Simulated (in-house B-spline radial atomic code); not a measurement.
# Binding energies in Eu5+

NIST's tabulated ground configuration is [Kr] 4d10 4f5 5s2 5p5; each binding energy is the energy of the ion with one electron taken from that subshell, relaxed, less that of the parent. All numbers are computed (Dirac-Hartree-Fock, average of configuration; Fermi nucleus of rms radius 5.1115 fm) with a radial B-spline atomic code at the basis-set limit, not measured. Energies include first-order Breit, QED and recoil terms.

```tsv
subshell	X-ray name	binding energy (eV)	-ε (eV)	relaxation (eV)
1s	K	48595.8	48874.6	73.9
2s	L1	8137.8	8201.9	40.6
3s	M1	1888	1911.9	19.6
3d3/2	M4	1242.4	1265.2	21.5
3d5/2	M5	1214.3	1236.2	21.1
4s	N1	451.6	459.3	6.8
4d3/2	N4	222.3	228.0	5.6
4d5/2	N5	217	222.4	5.4
5s	O1	113.5	114.5	0.8
5p	O2,3	86.54	87.22	0.61
4f	N6,7	77.11	80.91	3.95
```

Relaxation = -ε minus the binding energy without Breit, QED and recoil terms.

Task: What does it cost to remove both a 4s and a 4d3/2 electron?

Result: 700.94 eV, which is 27.04 eV more than the two single binding energies together.

Task: What does it cost to remove both a 3d5/2 and a 5s electron?

Result: 1347.5 eV, which is 19.69 eV more than the two single binding energies together.

Task: What does it cost to remove both a 3d5/2 and a 4s electron?

Result: 1699.7 eV, which is 33.8 eV more than the two single binding energies together.
